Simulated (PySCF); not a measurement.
Compound: C6H4F3 (doublet state).
Structure used (GFN2-xTB), in Å, numbered top down from 1:
```xyz
13
C6H4F3 angstrom
F      2.2815   -0.4933   -1.3856
C      1.8936    0.1063   -0.2470
F      2.6038   -0.4525    0.7462
F      2.3273    1.3832   -0.3386
C      0.4279    0.0119   -0.0240
C     -0.5566   -0.0365   -1.0668
C     -1.8238   -0.0989   -0.4651
C     -1.6500   -0.0893    0.8953
C     -0.2216   -0.0193    1.1758
H     -0.3385   -0.0345   -2.1185
H     -2.7560   -0.1467   -0.9927
H     -2.4123   -0.1257    1.6500
H      0.2201   -0.0044    2.1533
```

The hyperfine couplings belong to this conformer and change with its torsions.

Identity: `FC(F)(F)[C]1C=CC=C1` [radical].

The calculation used PySCF 2.14.0, UKS B3LYP, pcH-1 on C F H, non-relativistic, mean-field spin-orbit, GIAO. Isolated species at its GFN2-xTB geometry, gas phase. The geometry wasn't refined by DFT: couplings that depend on bond lengths, twists or pyramidal angles can differ widely from those at the functional's own minimum. No stability test was run, so a lower SCF solution isn't excluded.

(1) The isotropic 13C couplings, averaged over equivalent nuclei, are +30.5, -26.0, -3.7 MHz. Assign them to C5; C6/C9; C7/C8.

(2) The isotropic 1H couplings, averaged over equivalent nuclei, are -30.4, -10.8 MHz. Assign them to H10/H13; H11/H12.

Results:

(1) 
```json
{"site": "C5", "a_iso (MHz)": "-26.0", "ρ(0) (bohr⁻³)": "-0.0231", "position": "1 bond from C6", "distance from C6 (Å)": "1.43", "spin population": "-0.10", "largest |T| (MHz)": "6.5"}
{"site": "C6/C9", "a_iso (MHz)": "+30.5", "ρ(0) (bohr⁻³)": "+0.0271", "position": "largest spin population", "distance from C6 (Å)": "1.13", "spin population": "+0.46", "largest |T| (MHz)": "71.3"}
{"site": "C7/C8", "a_iso (MHz)": "-3.7", "ρ(0) (bohr⁻³)": "-0.0033", "position": "1 bond from C8", "distance from C6 (Å)": "1.83", "spin population": "+0.11", "largest |T| (MHz)": "39.1"}
```

(2) 
```
   site  a_iso (MHz)  ρ(0) (bohr⁻³)                                         position  distance from C6 (Å)  bound to  spin population there  largest |T| (MHz)
H10/H13        -30.4        -0.0068                                   1 bond from C6                  2.19     C6/C9                  +0.46               20.2
H11/H12        -10.8        -0.0024  2 bonds from C8, on C7 of spin population -0.16                  2.75     C7/C8                  +0.11               11.1
```

ρ(0) is the spin density at the nucleus and T the dipolar tensor; entries for several nuclei are means. Largest spin populations (Mulliken): C6 (+0.61), C8 (+0.39), C9 (+0.31) and C7 (-0.16). Three atoms exceed +0.15. The angles at C6 add up to 360.0°, so it is planar. Main spin sites, with 60 % or more of the largest population: C6, C8; positions count bonds from the nearest.

Class means assume fast exchange of nuclei equivalent by connectivity; if that motion is slow, each nucleus keeps its own coupling. The three 19F nuclei of mean -2.4 MHz run from -5.9 to 2.5 MHz in the frozen geometry. The 13C value of -3.7 MHz is a mean of couplings from -31.3 to 23.8 MHz in this one geometry, not an average over conformers. The 13C value of +30.5 MHz is a mean of couplings from 13.6 to 47.5 MHz in this one geometry, not an average over conformers.

C5, the radical centre as drawn in `FC(F)(F)[C]1C=CC=C1`, holds a spin population of -0.10 out of 1.
